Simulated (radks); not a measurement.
Zr XI, configuration [Ar] 3d10 4s2.

Calculated with a radial shooting solver on a logarithmic mesh with Libxc functionals: scalar-relativistic Kohn-Sham, LDA (Slater exchange, VWN5 correlation), spin-polarised, spherical densities, finite nucleus; Fermi nuclear charge, rms radius 4.2694 fm.

Energy parts (hartree):
part                       energy
total                 -3564.11635
kinetic                3664.51049
electron-nucleus      -8384.21951
Hartree                1259.92958
exchange-correlation   -104.33690

Orbitals (lengths in bohr, moments of r in powers of bohr):
| orbital | occ. | eigenvalue (hartree) | <r> |
|---|---|---|---|
| 1s | 2 | -660.9571 | 0.03711 |
| 2s | 2 | -97.34791 | 0.1627 |
| 2p | 6 | -87.62689 | 0.1417 |
| 3s | 2 | -21.31987 | 0.4567 |
| 3p | 6 | -18.14191 | 0.4589 |
| 3d | 10 | -12.91199 | 0.4448 |
| 4s | 2 | -7.61176 | 1.073 |

The highest occupied level is 4s at -207.13 eV. The density falls to 0.001 e/bohr^3 at r = 2.14 bohr. The electron density at the nucleus is 7.584e+04 e/bohr^3 (large components only). Summed over all electrons, <r^2> = 7.122 bohr^2, which gives a Langevin (diamagnetic) susceptibility term of -5.64 x 10^-6 cm^3/mol. For comparison, the ionisation energy in NIST's Atomic Spectra Database is 214.9 eV (semi-empirical). In exact Kohn-Sham theory the highest level is minus the ionisation energy, but local and semilocal functionals leave it too shallow, through self-interaction and a potential that decays too fast; potentials with the right tail come closer.
